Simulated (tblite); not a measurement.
Species: C7H5O (doublet state).
Geometry (GFN2-xTB, Å), atoms numbered from 1 in this order:
```xyz
13
C7H5O angstrom
C      3.4522    0.4803    0.1427
C      2.2750    0.2299    0.0812
C      0.9170   -0.0701    0.0102
C      0.2952   -1.3035   -0.1753
C     -1.0655   -1.0670   -0.1734
C     -1.2431    0.3306    0.0168
C     -2.3778    1.0740    0.0933
O     -0.0104    0.9128    0.1259
H      4.4779    0.6907    0.1968
H      0.8024   -2.2404   -0.2938
H     -1.8576   -1.7775   -0.2905
H     -2.3319    2.1357    0.2415
H     -3.3379    0.6050    0.0067
```

Computed with GFN2-xTB (tblite): harmonic, unscaled wavenumbers at the GFN2-xTB geometry, gas phase. Against measured fundamentals such values can be off by several per cent, at times by over 20. One conformer, not necessarily the lowest. Open shells enter through the occupations alone, without spin polarisation, and single modes of such species can be off by tens of per cent.

Harmonic wavenumbers (cm⁻¹): 121.8, 126.1, 239.7, 321.5, 358.7, 468.8, 529.2, 548.6, 579.7, 630.5, 636.7, 670.7, 707.5, 738.8, 770.0, 841.0, 918.2, 957.3, 961.1, 1045.0, 1163.5, 1261.3, 1274.7, 1372.0, 1399.4, 1455.7, 1551.3, 2210.5, 3143.3, 3172.1, 3186.0, 3188.8, 3400.1.

A = 6310, B = 1436, C = 1170 MHz; mass 105.034 u (most abundant isotopes); point group Cs, symmetry number 1; spin multiplicity 2.

Q: What is the zero-point energy?

A: Half the sum of the wavenumbers: 19975 cm⁻¹ = 238.95 kJ/mol.

Q: Entropy at 500 K, 1 bar (ideal gas, RRHO, classical rotation)?

A: Translation 177.65, rotation 122.79, vibration 125.78, spin (R ln 2) 5.76: S = 432.0 J/(mol K).

Q: And Cp and H(500 K) − H(0)?

A: Cp = 179.81 J/(mol K), of which vibrations give 146.55 (their classical limit is 33 R = 274.4); H(500 K) − H(0) = 52.78 kJ/mol without the zero-point energy, 36.15 from vibrations.

Q: What must be added to the electronic energy to get the Gibbs energy at 500 K and 1 bar?

A: ZPE + [H(500 K) − H(0)] − T·S = 238.95 + 52.78 − 215.99 = 75.74 kJ/mol.

Q: Which modes carry the vibrational entropy at 500 K?

A: 121.8 cm⁻¹: 17.07; 126.1 cm⁻¹: 16.79; 239.7 cm⁻¹: 11.57; 321.5 cm⁻¹: 9.25; 358.7 cm⁻¹: 8.41; 468.8 cm⁻¹: 6.43 J/(mol K); the other 27 give 56.26 together.

Q: How do the functions run with temperature in this model?

A: 
| T (K) | S (J/(mol K)) | Cp (J/(mol K)) | H − H(0) (kJ/mol) | G − H(0) (kJ/mol) | ln q(vib) |
| --- | --- | --- | --- | --- | --- |
| 150 | 288.6 | 69.8 | 7.18 | -36.12 | 0.95 |
| 250 | 333.0 | 107.2 | 16.02 | -67.23 | 2.29 |
| 298.15 | 353.4 | 124.5 | 21.60 | -83.75 | 3.03 |
| 400 | 394.5 | 155.9 | 35.94 | -121.86 | 4.71 |
| 600 | 466.5 | 198.3 | 71.73 | -208.16 | 8.17 |
| 900 | 554.5 | 234.8 | 137.23 | -361.83 | 13.17 |

q(vib) and H(0) count from the zero-point level.

Hindered rotation and anharmonicity are outside this model. Other conformers, if any are populated, would add a mixing term that is left out.

Hardware: an Arm Neoverse N1 with one thread, shared host. The figure is for the frequency step alone.
